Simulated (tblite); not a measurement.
Compound: C3H13N3OSi.
Atom-mapped SMILES: `[CH3:1][Si@:2]([NH2:3])([OH:4])[NH:5][CH2:6][CH2:7][NH2:8]` (hydrogens: H9, H10, H11 on C1; H12, H13 on N3; H14 on O4; H15 on N5; H16, H17 on C6; H18, H19 on C7; H20, H21 on N8)

Structure optimised with GFN2-xTB, isolated species.

(1) Give the optimised bond lengths and angles.

Answers

(1) 
```
                 bond  length (bohr)
               C1–Si2          3.578
               Si2–N3          3.274
               Si2–O4          3.107
               Si2–N5          3.268
                N5–C6          2.738
                C6–C7          2.920
                C7–N8          2.740
C1–H9, C1–H10, C1–H11          2.050
       N3–H12, N3–H13          1.902
               O4–H14          1.802
               N5–H15          1.909
               C6–H16          2.064
               C6–H17          2.070
               C7–H18          2.068
               C7–H19          2.064
       N8–H20, N8–H21          1.920
```

Bonds in one row agree within 0.02 bohr and their mean is given. A selection of angles:
```
     angle  degrees
 Si2–C1–H9    111.4
 H9–C1–H10    107.7
 C1–Si2–N3    107.3
 C1–Si2–O4    113.4
 C1–Si2–N5    109.7
 N3–Si2–O4    106.1
 N3–Si2–N5    112.6
 O4–Si2–N5    107.8
Si2–N3–H12    117.6
H12–N3–H13    109.2
Si2–O4–H14    119.4
 Si2–N5–C6    124.3
Si2–N5–H15    114.5
 C6–N5–H15    110.9
  N5–C6–C7    113.9
 N5–C6–H16    108.1
 N5–C6–H17    108.2
 C7–C6–H16    108.7
 C7–C6–H17    109.5
H16–C6–H17    108.3
  C6–C7–N8    114.9
 C6–C7–H18    108.9
 C6–C7–H19    109.0
 N8–C7–H18    108.4
 N8–C7–H19    106.9
H18–C7–H19    108.6
 C7–N8–H20    108.7
H20–N8–H21    108.1
H13–N3–Si2    117.6
 H21–N8–C7    110.2
```

Torsions: C1–Si2–N5–C6 38° (synclinal); Si2–N5–C6–C7 63° (synclinal); N5–C6–C7–N8 49° (synclinal); H14–O4–Si2–C1 63° (synclinal).

Of the pairs four or more bonds apart, O4···H20 is among the closest relative to their van der Waals radii: 2.47 Å, 91 % of the sum of Bondi's values. N5 (silicon-bound nitrogen) has angles 124.3°, 114.5° and 110.9°, sum 349.7°, 0.25 Å off the plane of its three neighbours. N3 (silicon-bound nitrogen) is pyramidal (angles 117.6°, 117.6° and 109.2°, sum 344.4°, 0.27 Å off the plane of its three neighbours). Si2 (oxygen-bound silicon) is distorted tetrahedral (angles from 106.1° to 113.4°). N8 (primary amine nitrogen) is pyramidal (angles 110.2°, 108.7° and 108.1°, sum 327.1°, 0.38 Å off the plane of its three neighbours).

Point group: C1 (no symmetry element, even within 0.4 Å). Its GFN2-xTB frequencies are all real (lowest 40 cm⁻¹). The numbers are those of one conformer (C1–Si2–N3–H -172° and 55°, C1–Si2–O4–H 63°, C1–Si2–N5–C6 38°, Si2–N5–C6–C7 63°, N5–C6–C7–N8 49°). 3 starts were optimised and ended at 0.00, 1.67 and 3.25 kcal/mol (GFN2-xTB); the lowest of these is shown.

The numbers are calculated, not measured.
